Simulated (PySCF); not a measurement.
**Relaxation of singlet ITiN**

Level of theory: PBE0 in PySCF with Ti def2-TZVP, N def2-TZVP, I def2-TZVP with ECP28; scalar-relativistic core potentials, no spin–orbit coupling; density-fitted integrals. A (50,194) grid was used.

A start displaced from a saddle point along its imaginary mode, of Cs symmetry, held to at least that symmetry:

Coordinates in bohr (charge 0 multiplicity 1):
```
Ti    0.2154   -0.0200   -3.2325
N    -0.4704    0.0437   -6.1457
I    -0.0295    0.0027    1.8995
```

Problem. What forces act on the atoms at the start (eV/Å)?

Solution. 
| atom | Fx | Fy | Fz |
| --- | --- | --- | --- |
| Ti1 | -0.21 | 0.02 | -2.01 |
| N2 | 0.31 | -0.03 | 2.15 |
| I3 | -0.10 | 0.01 | -0.14 |

Problem. What does it relax to?

Solution. It ends at Cs with Ti–I 2.642 Å, Ti–N 1.542 Å; I–Ti–N 121.1° (after a last refinement on a finer grid). The frequency run here used a shortcut that can spoil soft modes, so no verdict on minimum or saddle point is given.

Problem. How much energy is released, and in how many steps?

Solution. 28.1 kJ/mol in 12 steps.

The relaxation took about 100 core-seconds on a shared host.
